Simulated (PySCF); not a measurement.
## SMILES O=P(O)(O)c1cccnc1, C5H6NO3P

Geometry:
```tsv
atom	x (Å)	y (Å)	z (Å)
O1	-2.064	1.210	-1.743
P2	-1.699	0.200	-0.746
O3	-1.965	-1.306	-1.240
O4	-2.567	0.296	0.603
C5	0.001	0.149	-0.145
C6	0.394	-0.791	0.796
C7	1.712	-0.782	1.220
C8	2.568	0.168	0.680
N9	2.195	1.065	-0.217
C10	0.938	1.055	-0.621
H11	-2.325	-1.288	-2.127
H12	-3.197	1.012	0.522
H13	-0.326	-1.500	1.175
H14	2.068	-1.493	1.950
H15	3.607	0.218	0.979
H16	0.652	1.796	-1.355
```

Computed with quadratic response CAM-B3LYP/def2-SVPD first hyperpolarisability, Taylor convention, gas phase (PySCF 2.14.0). Geometry: GFN2-xTB.

(1) What is the first hyperpolarisability, and how does it disperse?

(2) Which lowest excitations, dipole and polarisabilities go with it?

Results:

(1) In au, Taylor convention; the vector part is βᵢ = ⅓ Σⱼ (βᵢⱼⱼ + βⱼᵢⱼ + βⱼⱼᵢ); β∥ is 3/5 of the vector part along the dipole, the dipole points from − to +:
```
                   process  λ (nm)  β vector norm     β∥  β HRS  depolarisation ratio
           static β(0;0,0)       ∞           50.3  -27.9   30.5                  2.43
second harmonic β(−2ω;ω,ω)    1907           52.6  -29.0   31.8                  2.45
         Pockels β(−ω;ω,0)    1907           51.0  -28.2      –                     –
second harmonic β(−2ω;ω,ω)    1340           55.3  -30.3   33.3                  2.47
         Pockels β(−ω;ω,0)    1340           51.9  -28.6      –                     –
```

(2) S1 4.86 eV (f = 0.004); S2 5.19 eV (f = 0.001); S3 5.61 eV (f = 0.060); dipole 2.95 D; isotropic α 92.2 au static, 92.5 au at 1907 nm, 92.8 au at 1340 nm, 93.3 au at 953.5 nm, 94.6 au at 670 nm.
